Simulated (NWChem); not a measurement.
A series in which one site is exchanged, each optimised at PBE0/def2-SVP with NWChem, gas phase unless a solvent is named. This build's default masses of Se (78.918 u) and Br (79.917 u) are each other's, which moves their modes by up to 0.6 %. Some are not confirmed as minima by frequencies. def2 effective core potentials on Cd; no spin-orbit coupling.

A: [GeH3][CdH] (CdGeH₄; site = Cd)
B: [MgH][GeH3] (MgGeH$_{4}$; site = Mg)
C: [ZnH][GeH3] (ZnGeH₄; site = Zn)
D: [SeH][GeH3] (GeH₄Se; site = Se)

Values for A:

| Item | Value |
|---|---|
| orbital gap (eV), PBE0/def2-SVP | 6.10 |
| vertical ionisation energy, ΔSCF, PBE0/def2-SVP (eV) | 9.15 |
| lowest singlet excitation, PBE0/def2-SVPD, TDA (eV) | 4.93 |

### Question
How do these values change for the other members?

### Answer
```csv
change from A,B,C,D
"orbital gap (eV), PBE0/def2-SVP",-0.21,+1.02,+0.67
"vertical ionisation energy, ΔSCF, PBE0/def2-SVP (eV)",-0.29,+0.21,+0.02
"lowest singlet excitation, PBE0/def2-SVPD, TDA (eV)",-0.26,+0.11,+0.05
```
